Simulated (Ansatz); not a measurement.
Start from `C[SiH2]CSS` and change one atom or group to get `C[SiH2]C[SiH2]O`.

Ansatz, PBE0-D4/def2-TZVP geometries, multiplicity 1. Each molecule was computed in one conformer, which needn't be the lowest.

```
                                        property  `C[SiH2]CSS`
               HOMO energy (PBE/def2-TZVPP) / eV         -5.61
               LUMO energy (PBE/def2-TZVPP) / eV         -1.56
             HOMO energy (B3LYP/def2-TZVPP) / eV         -6.58
              LUMO energy (PBE0/def2-TZVPP) / eV         -0.55
  size of the dipole moment (PBE/def2-TZVPP) / D          1.45
size of the dipole moment (B3LYP/def2-TZVPP) / D          1.48
```

Give the same properties after the change, and the shifts. (Estimate.)

Ansatz gave: 
```csv
property,`C[SiH2]C[SiH2]O`,shift
HOMO energy (PBE/def2-TZVPP) / eV,-6.84,-1.23
LUMO energy (PBE/def2-TZVPP) / eV,-0.63,0.93
HOMO energy (B3LYP/def2-TZVPP) / eV,-8.01,-1.43
LUMO energy (PBE0/def2-TZVPP) / eV,0.22,0.77
size of the dipole moment (PBE/def2-TZVPP) / D,1.93,0.48
size of the dipole moment (B3LYP/def2-TZVPP) / D,1.94,0.46
```

With PBE0 the HOMO falls by 1.41 eV and the LUMO rises by 0.77 eV, so the gap widens by about 2.18 eV. PBE moves the HOMO by -1.23 eV and ωB97M-V by -1.49 eV. Dipoles are sizes alone; their direction can turn.

B3LYP here is the variant with VWN-RPA as its local correlation; programs differ in this.
